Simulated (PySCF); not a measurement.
Vertical excitation energies

C4H7NSi.
Z-matrix (Å and degrees, GFN2-xTB geometry), rows numbered from 1:
```
C 
N   1  1.2460
Si  2  1.7230  1  134.51
C   3  1.8868  2  104.18  1  -116.22
C   4  1.5105  3  120.73  2  -163.08
C   5  1.2931  4   64.73  3   107.28
H   1  1.0882  2  119.44  3   178.55
H   1  1.0948  2  124.99  3    -1.61
H   3  1.4727  2  117.22  1     5.42
H   3  1.4616  2  103.14  1   126.69
H   4  1.0917  3  116.03  2    47.43
H   5  1.0616  4  144.06  6  -179.79
H   6  1.0614  4  144.17  5  -179.88
```

Computed, not measured: PySCF, TDDFT PBE0/def2-SVPD, vertical, gas phase, core orbitals frozen in the response.

| state | E (eV) | λ (nm) | ν̃ (cm⁻¹) | f | \|μ\| (D) | main configurations (H = HOMO, L = LUMO) |
| --- | --- | --- | --- | --- | --- | --- |
| S1 | 4.00 | 309.8 | 32280 | 0.0005 | 0.18 | H→L (54%), H-1→L (46%) |
| S2 | 5.20 | 238.5 | 41930 | 0.057 | 1.70 | H-1→L (53%), H→L (46%) |
| S3 | 5.45 | 227.4 | 43980 | 0.032 | 1.24 | H→L+1 (74%), H-1→L+1 (22%) |
| S4 | 5.64 | 219.9 | 45480 | 0.0060 | 0.53 | H-1→L+1 (75%), H→L+1 (22%) |
| S5 | 6.34 | 195.5 | 51160 | 0.020 | 0.92 | H→L+2 (73%), H-1→L+2 (20%) |
| S6 | 6.36 | 194.8 | 51330 | 0.0040 | 0.41 | H-2→L+1 (90%) |
| S7 | 6.53 | 190.0 | 52630 | 0.0019 | 0.27 | H-1→L+2 (59%), H→L+3 (18%), H→L+2 (12%) |
| S8 | 6.72 | 184.5 | 54200 | 0.024 | 0.96 | H-2→L (74%), H→L+3 (18%) |

Triplets, Tamm–Dancoff:

| state | E (eV) | λ (nm) | main configurations (H = HOMO, L = LUMO) |
| --- | --- | --- | --- |
| T1 | 3.36 | 369.4 | H→L (52%), H-1→L (45%) |
| T2 | 3.64 | 340.3 | H-1→L+1 (46%), H→L+1 (44%) |
| T3 | 4.72 | 262.6 | H-1→L (36%), H→L (29%), H-3→L (20%) |

The lowest singlet lies at 4.00 eV (310 nm, ultraviolet) and is very weak; its leading configuration is HOMO→LUMO (54%). The most intense listed level is S2 at 5.20 eV (238 nm, f = 0.057), 1.20 eV above S1. Löwdin shares by element: HOMO carbon 33% or more, nitrogen 31% (atoms not listed hold the other 36%); LUMO carbon 41% or more, nitrogen 34%, hydrogen 13% or more. The oscillator strengths of these states sum to 0.145; summed over the whole spectrum of an exact calculation they would give the number of electrons, 52 (Thomas–Reiche–Kuhn). Of the 8 states listed, 4 reach f = 0.01 and none stays under 0.0005. The listed states span 2.72 eV, and the widest gap between neighbours is 1.20 eV (S1 to S2). The window holds the lowest 8 singlets.

The run took 25 s (grids of density and orbitals included) on one thread, Arm Neoverse V2 (aarch64), shared host with 96 logical CPUs at a one-minute load of 39, and the process peaked at 0.66 GiB of memory.

One conformer stands for the species.
